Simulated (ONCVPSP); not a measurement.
## rubidium (Rb): one change to an ONCV potential, before and after

```json
{
  "Element": "rubidium",
  "Generator": "ONCVPSP 4.0.1",
  "Type": "optimised norm-conserving Vanderbilt (ONCV)",
  "Functional": "PBEsol",
  "Relativity": "fully relativistic",
  "Frozen core": "[Ar] 3d10",
  "Valence charge": "9",
  "Reference configuration": "4s2 4p6 5s1",
  "Partial waves": "4s+5s: rc 2.30 bohr, ncon 4, nbas 8, qcut 5 1/bohr, 2 projectors; 4p: rc 1.55 bohr, ncon 3, nbas 7, qcut 5.5 1/bohr, 1 projector; d scattering state at 0.22 Ha: rc 1.95 bohr, ncon 4, nbas 8, qcut 5.6 1/bohr, 2 projectors, debl 2.3 Ha",
  "Local potential": "polynomial inside 1.50 bohr (lpopt 3, dvloc0 0 Ha)",
  "Core correction": "none"
}
```

Open shells are filled in proportion to 2j + 1.

Change: s: qcut 5.8; p: qcut 6.4; d: qcut 6.5.

Cutoffs: the cutoffs (Ha) at which the residual kinetic energy of the hardest occupied pseudo-wave falls to 1 and 0.1 mHa per electron; they do not see the model core or the augmentation charge, which bear on the density cutoff. Errors are all-electron minus pseudo energies relative to the spin-unpolarised reference configuration.

Problem. What does the change do?

Solution. The potential gets neither clearly harder nor softer (13 Ha and 44 Ha → 15 Ha and 19 Ha); the p channel sets the loose cutoff, while the largest relative change is in s, which becomes harder; of the 4 tests that both files solve, the error grows in 0 and shrinks in 1 by more than 15 % and 0.3 meV (median size 1.4 → 1.2 meV); neither file shows a bound ghost.

```csv
quantity,base,changed
"cutoff, loose",13 Ha,15 Ha
"cutoff, tight",44 Ha,19 Ha
loose cutoff by channel,"s 8.3 Ha, p 13 Ha","s 10 Ha, p 15 Ha"
bound ghosts,none,none
GHOST(+) flags under 300 eV,none,none
"error for 4s2 4p6 5s0, meV [ΔE 4.07 eV]",-0.1,0.0
"error for 4s2 4p6 5s0.5, meV [ΔE 1.56 eV]",0.0,0.0
"error for 4s2 4p6 5s0 5p1, meV [ΔE 1.49 eV]",+2.7,+2.3
"error for 4s1 4p6 5s1, meV [ΔE 37.73 eV]",-90,-63
s: phases at 2.34 bohr within 0.05 rad from the reference energy up to (Ha; the scan ends near 5),3.9,4.3
p3/2: phases at 1.57 bohr within 0.05 rad from the reference energy up to (Ha; the scan ends near 5),2.4,2.7
p1/2: phases at 1.57 bohr within 0.05 rad from the reference energy up to (Ha; the scan ends near 5),2.4,2.7
d5/2: phases at 1.97 bohr within 0.05 rad from the reference energy up to (Ha; the scan ends near 5),4.2,4.2
d3/2: phases at 1.97 bohr within 0.05 rad from the reference energy up to (Ha; the scan ends near 5),4.3,4.2
```

Base: These tests converged, but a pseudo level misses the all-electron one widely, so the file describes the atom poorly there or has found another state: 4s2 4p6 5s0 5p1: empty 5s by 3.1 eV. Changed file: These tests converged, but a pseudo level misses the all-electron one widely, so the file describes the atom poorly there or has found another state: 4s2 4p6 5s0 5p1: empty 5s by 3.1 eV.
